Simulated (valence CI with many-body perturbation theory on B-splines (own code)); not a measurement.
E1 line list for Nb8+

Level of theory: configuration interaction combined with many-body perturbation theory (CI+MBPT): five valence electrons over a frozen Dirac-Fock core [Ar] 3d10, radial functions for each j: 11 s, 11 p, 10 d, 8 f, 5 g, 2 h, with the one-electron correlation potential Σ1, the two-electron term Σ2, the three-electron term Σ3, Breit, model QED; selected CI, second order for the rest (own B-spline code, finite nucleus).

No measured spectrum was set against this ion. As an estimate, levels hold to about 250 cm⁻¹ or 0.2 % of their energy and the worst to 1 %, as in measured heavy ions of charge 2 to 7; those with d or f electrons hold less well. Among the levels kept, up to 2900 cm⁻¹ of a level comes from second order outside the variational space, and about a tenth of that is noise between levels of different J, which matters for small intervals.

Lines 151 to 200 of 584 in falling wavelength, among levels below 712900 cm⁻¹, chosen from the strongest by gf and those to the six lowest levels. Wavelengths and rates use the calculated energies, so an error of 600 cm⁻¹ moves a line at 35.66 nm by 0.21 % and its rate by three times that or more. Electric multipoles are in the length gauge, E1 and E2 with the static RPA response of the core. Weak lines are less certain than strong ones. Lines between different terms over intervals too small for the method are left out, as are lines whose strength nearly cancels. Where a level lies close to another of its J and parity, the split of strength between their lines is uncertain. The highest levels of a list are the least certain.

Names give the largest LS component (configuration and term), which can be under half, so a name can repeat, a term be missing and a line seem to break the LS rules; names also repeat where a configuration has a term twice. Letters in brackets count levels of one name in rising energy.

| λ vac (nm) | Upper | Lower | A (s⁻¹) | S (a.u.) with core polarisation | S without |
| --- | --- | --- | --- | --- | --- |
| 35.66 | 4s2 4p2 4d 4D_3/2 | 4s2 4p3 2P°_3/2 | 1.10e+08 | 9.86e-03 | 1.09e-02 |
| 35.63 | 4s 4p3 4d 4D°_3/2 [c] | 4s2 4p2 4d 4F_5/2 | 2.33e+09 | 2.08e-01 | 2.33e-01 |
| 35.42 | 4s 4p3 4d 4D°_7/2 [d] | 4s2 4p2 4d 4F_7/2 | 1.93e+09 | 3.39e-01 | 3.78e-01 |
| 35.42 | 4s 4p3 4d 2F°_7/2 [b] | 4s2 4p2 4d 4F_9/2 | 5.88e+09 | 1.03e+00 | 1.15e+00 |
| 35.19 | 4s 4p3 4d 6D°_3/2 | 4s 4p4 4P_5/2 | 1.28e+08 | 1.10e-02 | 1.19e-02 |
| 35.13 | 4s 4p3 4d 6D°_5/2 | 4s 4p4 4P_5/2 | 1.43e+08 | 1.84e-02 | 1.97e-02 |
| 35.05 | 4s 4p3 4d 6D°_7/2 | 4s 4p4 4P_5/2 | 5.21e+07 | 8.86e-03 | 9.33e-03 |
| 35.04 | 4s 4p3 4d 4D°_3/2 [d] | 4s2 4p2 4d 2F_5/2 [a] | 3.63e+09 | 3.08e-01 | 3.42e-01 |
| 34.99 | 4s 4p3 4d 2D°_3/2 [c] | 4s2 4p2 4d 4D_5/2 | 2.62e+09 | 2.22e-01 | 2.43e-01 |
| 34.92 | 4s 4p3 4d 4D°_5/2 [d] | 4s2 4p2 4d 4F_7/2 | 6.69e+09 | 8.43e-01 | 9.44e-01 |
| 34.87 | 4s2 4p2 4f 2F°_5/2 [a] | 4s2 4p2 4d 2D_3/2 [b] | 1.78e+09 | 2.24e-01 | 2.30e-01 |
| 34.86 | 4s 4p4 2P_1/2 | 4s2 4p3 2D°_3/2 | 2.38e+09 | 9.95e-02 | 1.10e-01 |
| 34.73 | 4s2 4p2 4f 2G°_7/2 [a] | 4s2 4p2 4d 4P_5/2 | 1.25e+09 | 2.07e-01 | 2.18e-01 |
| 34.72 | 4s 4p3 4d 2D°_5/2 [d] | 4s2 4p2 4d 2G_7/2 | 1.93e+09 | 2.39e-01 | 2.65e-01 |
| 34.71 | 4s2 4p2 5p 2P°_3/2 [b] | 4s2 4p2 4d 2D_5/2 [b] | 1.97e+09 | 1.62e-01 | 1.60e-01 |
| 34.53 | 4s 4p4 2S_1/2 | 4s2 4p3 4S°_3/2 | 4.28e+08 | 1.74e-02 | 1.92e-02 |
| 34.44 | 4s 4p3 4d 2F°_7/2 [b] | 4s2 4p2 4d 4F_7/2 | 1.06e+09 | 1.71e-01 | 1.91e-01 |
| 34.36 | 4s2 4p2 4d 4D_1/2 | 4s2 4p3 2P°_1/2 | 1.57e+08 | 6.27e-03 | 6.94e-03 |
| 34.31 | 4s2 4p2 4f 2G°_7/2 [a] | 4s2 4p2 4d 2G_9/2 | 1.02e+09 | 1.63e-01 | 1.83e-01 |
| 34.28 | 4s2 4p2 4d 4F_3/2 | 4s2 4p3 2D°_5/2 | 9.85e+07 | 7.83e-03 | 8.65e-03 |
| 34.26 | 4s2 4p2 4f 4D°_5/2 | 4s2 4p2 4d 4P_3/2 | 1.95e+09 | 2.32e-01 | 2.41e-01 |
| 34.21 | 4s 4p4 2P_3/2 | 4s2 4p3 4S°_3/2 | 3.21e+08 | 2.54e-02 | 2.81e-02 |
| 34.15 | 4s2 4p2 4f 2H°_9/2 | 4s2 4p2 4d 2G_9/2 | 1.52e+09 | 2.99e-01 | 3.30e-01 |
| 34.07 | 4s2 4p2 4f 4D°_7/2 | 4s2 4p2 4d 4P_5/2 | 3.75e+09 | 5.86e-01 | 6.12e-01 |
| 34.02 | 4s2 4p2 5p 4P°_5/2 | 4s2 4p2 4d 2G_7/2 | 4.07e+09 | 4.75e-01 | 4.76e-01 |
| 33.97 | 4s 4p3 4d 4D°_5/2 [d] | 4s2 4p2 4d 4F_5/2 | 3.88e+09 | 4.50e-01 | 5.02e-01 |
| 33.97 | 4s 4p3 4d 4D°_3/2 [d] | 4s2 4p2 4d 4F_5/2 | 2.36e+09 | 1.82e-01 | 2.08e-01 |
| 33.95 | 4s2 4p2 4f 2F°_7/2 | 4s2 4p2 4d 2D_5/2 [b] | 1.10e+09 | 1.70e-01 | 1.79e-01 |
| 33.86 | 4s2 4p2 4f 4D°_5/2 | 4s2 4p2 4d 4P_5/2 | 2.20e+09 | 2.53e-01 | 2.67e-01 |
| 33.79 | 4s2 4p 4d2 4G°_5/2 | 4s2 4p2 4d 2D_3/2 [a] | 2.09e+09 | 2.39e-01 | 2.48e-01 |
| 33.78 | 4s2 4p2 4f 2G°_7/2 [a] | 4s2 4p2 4d 2G_7/2 | 2.43e+09 | 3.70e-01 | 4.09e-01 |
| 33.69 | 4s2 4p2 4d 4F_5/2 | 4s2 4p3 2D°_5/2 | 1.18e+08 | 1.34e-02 | 1.45e-02 |
| 33.63 | 4s2 4p2 4f 4D°_1/2 | 4s2 4p2 4d 4P_1/2 | 6.85e+09 | 2.57e-01 | 2.70e-01 |
| 33.63 | 4s 4p3 4d 2D°_3/2 [c] | 4s2 4p2 4d 2F_5/2 [a] | 2.56e+09 | 1.92e-01 | 2.03e-01 |
| 33.56 | 4s2 4p2 4f 2D°_5/2 | 4s2 4p2 4d 2P_3/2 [a] | 2.30e+09 | 2.57e-01 | 2.71e-01 |
| 33.46 | 4s2 4p2 4d 4F_3/2 | 4s2 4p3 2D°_3/2 | 6.53e+08 | 4.83e-02 | 5.28e-02 |
| 33.43 | 4s 4p3 4d 2P°_3/2 [c] | 4s2 4p2 4d 2P_3/2 [a] | 2.61e+09 | 1.93e-01 | 2.00e-01 |
| 33.39 | 4s 4p3 4d 4D°_3/2 [d] | 4s2 4p2 4d 4F_3/2 | 2.50e+09 | 1.84e-01 | 2.07e-01 |
| 33.36 | 4s 4p3 4d 2P°_3/2 [e] | 4s2 4p2 4d 4P_3/2 | 2.57e+09 | 1.88e-01 | 1.99e-01 |
| 33.32 | 4s 4p3 4d 2D°_5/2 [d] | 4s2 4p2 4d 4D_7/2 | 5.26e+09 | 5.76e-01 | 6.17e-01 |
| 33.26 | 4s 4p3 4d 2D°_3/2 [d] | 4s2 4p2 4d 4D_5/2 | 2.14e+09 | 1.55e-01 | 1.61e-01 |
| 33.17 | 4s2 4p2 4f 2D°_3/2 | 4s2 4p2 4d 2P_3/2 [a] | 2.20e+09 | 1.59e-01 | 1.65e-01 |
| 33.01 | 4s2 4p2 5p 2D°_3/2 [a] | 4s2 4p2 4d 4D_3/2 | 2.20e+09 | 1.56e-01 | 1.52e-01 |
| 33.00 | 4s 4p3 4d 2P°_3/2 [b] | 4s2 4p2 4d 4D_5/2 | 4.20e+09 | 2.98e-01 | 3.06e-01 |
| 32.96 | 4s2 4p2 4f 4D°_5/2 | 4s2 4p2 4d 2G_7/2 | 1.50e+09 | 1.59e-01 | 1.66e-01 |
| 32.89 | 4s2 4p2 4d 4F_5/2 | 4s2 4p3 2D°_3/2 | 1.26e+08 | 1.33e-02 | 1.41e-02 |
| 32.81 | 4s2 4p2 5p 4D°_1/2 [a] | 4s2 4p2 4d 4F_3/2 | 1.73e+10 | 6.02e-01 | 6.11e-01 |
| 32.80 | 4s2 4p2 4d 4F_7/2 | 4s2 4p3 2D°_5/2 | 1.09e+08 | 1.51e-02 | 1.61e-02 |
| 32.74 | 4s2 4p2 4d 2P_3/2 [a] | 4s2 4p3 2P°_3/2 | 1.66e+09 | 1.15e-01 | 1.28e-01 |
| 32.69 | 4s2 4p 4d2 4G°_5/2 | 4s2 4p2 4d 4P_5/2 | 1.83e+09 | 1.90e-01 | 2.00e-01 |
